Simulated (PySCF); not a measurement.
Magnetisability: `InChI=1S/C4H3F3O2/c5-2-1-8-4(9-2)3(6)7/h1,3-4H/t4-/m1/s1`

Geometry:
```json
{"atom": "F1", "x (Å)": "2.254", "y (Å)": "0.375", "z (Å)": "1.874"}
{"atom": "C2", "x (Å)": "1.483", "y (Å)": "0.282", "z (Å)": "0.815"}
{"atom": "C3", "x (Å)": "1.694", "y (Å)": "-0.255", "z (Å)": "-0.379"}
{"atom": "O4", "x (Å)": "0.554", "y (Å)": "-0.086", "z (Å)": "-1.150"}
{"atom": "C5", "x (Å)": "-0.395", "y (Å)": "0.528", "z (Å)": "-0.308"}
{"atom": "C6", "x (Å)": "-1.587", "y (Å)": "-0.437", "z (Å)": "-0.070"}
{"atom": "F7", "x (Å)": "-2.503", "y (Å)": "0.154", "z (Å)": "0.720"}
{"atom": "F8", "x (Å)": "-2.193", "y (Å)": "-0.709", "z (Å)": "-1.242"}
{"atom": "O9", "x (Å)": "0.223", "y (Å)": "0.825", "z (Å)": "0.921"}
{"atom": "H10", "x (Å)": "2.528", "y (Å)": "-0.745", "z (Å)": "-0.830"}
{"atom": "H11", "x (Å)": "-0.783", "y (Å)": "1.449", "z (Å)": "-0.772"}
{"atom": "H12", "x (Å)": "-1.274", "y (Å)": "-1.383", "z (Å)": "0.395"}
```

Computed, not measured: GIAO KT3/pcSseg-1 magnetisability, rotational g tensor and spin-rotation constants, non-relativistic, gas phase in PySCF 2.14.0. Geometry: GFN2-xTB.

(1) What are the magnetisability and the molar susceptibility?

(2) Split it along the inertial axes a, b, c into diamagnetic and paramagnetic parts about the centre of mass, with the quadrupole moment.

(3) And the rotational g tensor?

## Answers

(1) Isotropic -982 × 10⁻³⁰ J/T², or -59.2 × 10⁻⁶ cm³/mol; principal values -1035, -968, -944 × 10⁻³⁰ J/T², anisotropy 82 × 10⁻³⁰ J/T² (root of half the summed squared differences of the principal values). The susceptibility is in cgs units.

(2) 
```tsv
axis	χ (10⁻⁶ cm³/mol)	diamagnetic (10⁻⁶ cm³/mol)	paramagnetic (10⁻⁶ cm³/mol)	summed x² of all electrons (Å²)	quadrupole Θ (D Å)
a	-60.6	-399.1	338.6	231.8	-2.99
b	-59.7	-1073.6	1013.9	72.8	-2.34
c	-57.2	-1292.5	1235.3	21.2	+5.34
```
Anisotropies 2χaa − χbb − χcc = -4.2 and 2χbb − χaa − χcc = -1.6 × 10⁻⁶ cm³/mol. Θ is traceless in Buckingham's convention.

(3) 
| axis | rotational constant (GHz) | g | nuclear part | electronic part |
| --- | --- | --- | --- | --- |
| a | 3.5631 | -0.0416 | 0.5251 | -0.5667 |
| b | 1.0681 | -0.0131 | 0.4957 | -0.5088 |
| c | 0.8749 | -0.0136 | 0.4941 | -0.5077 |

Asymmetric top; isotopes 12C, 19F, 1H, 16O; no vibrational averaging.
